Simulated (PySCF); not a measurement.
Input file for PySCF: D3(BJ) and D4 dispersion corrections on BI3 (SMILES IB(I)I).

```python
from pyscf import gto
from pyscf.dispersion import dftd3, dftd4

mol = gto.M(
    atom='''
    B     0.00001590    0.00000000    0.00000000
    I     2.12515133   -0.00000000   -0.00000000
    I    -1.06258361    1.84040225   -0.00000000
    I    -1.06258361   -1.84040225   -0.00000000
    ''',
    basis='def2-svp',
    charge=0, spin=0, verbose=0, max_memory=1800)
d3, d4 = {}, {}
for xc in ['hf', 'pbe', 'blyp', 'revpbe', 'tpss', 'r2scan', 'b3lyp', 'pbe0', 'bhlyp', 'camb3lyp', 'b2plyp']:
    d3[xc] = float(dftd3.DFTD3Dispersion(mol, xc=xc, version='d3bj', atm=False).get_dispersion()['energy'])
    print(f'D3(BJ) {xc:10s} {d3[xc]:14.8f} Eh')
for xc in ['hf', 'pbe', 'blyp', 'revpbe', 'tpss', 'r2scan', 'b3lyp', 'pbe0', 'bhlyp', 'camb3lyp', 'b2plyp']:
    d4[xc] = float(dftd4.DFTD4Dispersion(mol, xc={'camb3lyp': 'cam-b3lyp'}.get(xc, xc), atm=True).get_dispersion()['energy'])
    print(f'D4     {xc:10s} {d4[xc]:14.8f} Eh')
```

Output:

```
D3(BJ) hf            -0.04764534 Eh
D3(BJ) pbe           -0.00696512 Eh
D3(BJ) blyp          -0.01790820 Eh
D3(BJ) revpbe        -0.01497746 Eh
D3(BJ) tpss          -0.00981555 Eh
D3(BJ) r2scan        -0.00189578 Eh
D3(BJ) b3lyp         -0.01537006 Eh
D3(BJ) pbe0          -0.00707444 Eh
D3(BJ) bhlyp         -0.01474278 Eh
D3(BJ) camb3lyp      -0.00835697 Eh
D3(BJ) b2plyp        -0.00895817 Eh
D4     hf            -0.02335804 Eh
D4     pbe           -0.00827778 Eh
D4     blyp          -0.01721594 Eh
D4     revpbe        -0.01677877 Eh
D4     tpss          -0.01103421 Eh
D4     r2scan        -0.00158433 Eh
D4     b3lyp         -0.01398986 Eh
D4     pbe0          -0.00717326 Eh
D4     bhlyp         -0.01478816 Eh
D4     camb3lyp      -0.00773624 Eh
D4     b2plyp        -0.00568481 Eh
```

The run finished.

Cost: roughly 0.020 core-seconds.
